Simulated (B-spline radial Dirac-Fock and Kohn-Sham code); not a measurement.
Kohn-Sham estimates against Dirac-Fock for the levels of S²⁺

System: S²⁺, configuration [Ne] 3s1 3p3 (not the ground configuration).

The density-functional columns are spherical, spin-unpolarised Dirac-Kohn-Sham results without Breit or QED terms: −ε is minus the orbital energy of the initial state and ΔSCF the difference of two total energies. The reference in the last column comes from relaxed Dirac-Fock hole states (ΔSCF) with Breit and QED corrections and a finite nucleus. All numbers are from an atomic code on a B-spline grid, in eV; a selection of levels is shown. The Kohn-Sham columns are given as differences from the reference.

```csv
level,LDA −ε − DF,LDA ΔSCF − DF,Dirac-Fock
L3 (2p3/2),-18.3,+1.6,201.4
M1 (3s),-7.2,-0.6,47.19
"M2,3 (3p)",-4.2,+1.9,32.82
```

Values without a named source are computed, but for edge energies of neutral atoms, which are taken from tables.
